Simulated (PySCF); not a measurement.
Species: hexachloroethane, C₂Cl₆.
Structure used (PBE0-D3(BJ)/def2-SVP), in Å, numbered top down from 1:
```
atom  x, y, z in Å
Cl1   -1.2738    1.4688   -0.9456
C2    -0.7359    0.2172    0.1797
Cl3   -1.8028   -1.1864    0.0588
Cl4   -0.7700    0.8479    1.8301
C5     0.7375   -0.2139   -0.1844
Cl6    1.2754   -1.4654    0.9409
Cl7    1.8044    1.1897   -0.0634
Cl8    0.7716   -0.8445   -1.8347
```

Method used: TDDFT CAM-B3LYP/def2-SVPD, vertical, gas phase, core orbitals frozen in the response in PySCF.

Transition dipole moments from the ground state, in atomic units and in the frame of the coordinates above (overall signs are arbitrary), for the states with f of 0.002 or more among the lowest 9:

| state | E (eV) | μx | μy | μz |
| --- | --- | --- | --- | --- |
| S5 | 6.814 | 0.045 | -0.112 | 0.310 |
| S6 | 6.816 | -0.113 | -0.308 | -0.090 |
| S7 | 6.830 | -0.060 | -0.127 | -0.105 |
| S8 | 6.831 | 0.010 | -0.105 | 0.149 |
| S9 | 6.879 | -0.185 | 0.051 | 0.049 |

(1) What oscillator strength does each state have?

(2) What is the point group, and which symmetry does each of these states have?

(3) How is the summed strength of these states shared among x, y and z?

(4) What peak molar absorption coefficient would the strongest computed level give as a lone Gaussian band 0.3 eV wide at half height?

Answers

(1) f = (2/3) ΔE |μ|² with ΔE in hartree (27.2114 eV).

| state | \|μ\|² (au) | \|μ\| (D) | f |
| --- | --- | --- | --- |
| S5 | 0.110 | 0.84 | 0.018 |
| S6 | 0.116 | 0.87 | 0.019 |
| S7 | 0.031 | 0.44 | 0.005 |
| S8 | 0.033 | 0.46 | 0.006 |
| S9 | 0.039 | 0.50 | 0.007 |

(2) D3d. Polarised along the main axis, so A2u: S9. Polarised across the main axis, so Eu: S5, S6, S7 and S8.

(3) (2/3) Σ ΔE μα² gives 0.009 for x, 0.023 for y and 0.023 for z, 0.055 in all.

(4) ε(max) = 2.175×10⁸ f / FWHM, with the width in cm⁻¹. S5/S6 (f summed): 2.175×10⁸ × 0.0378 / 2420 ≈ 3400 L mol⁻¹ cm⁻¹.

S5/S6 and S7/S8 coincide within about 0.01 eV; within a degenerate level the directions of the single components are arbitrary.

The vertical ionisation energy (ΔSCF) is 11.08 eV, 4.20 eV above S9.
